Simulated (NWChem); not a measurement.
System: C2H2BrCl; SMILES C(Br)(Cl)=C

Results from NWChem. The geometry was optimised at PBE0/def2-SVP. Level: PBE0/def2-SVP with SMD (1 M gas to 1 M solution), gas-phase geometry.

Q: Predict the results for solvent ethyl acetate. Quantities: solvation free energy (kcal/mol); cavity-dispersion-structure term (kcal/mol); dipole in solution (D).

A: 
```yaml
solvation free energy (kcal/mol): -3.4
cavity-dispersion-structure term (kcal/mol): -1.9
dipole in solution (D): 1.65
```
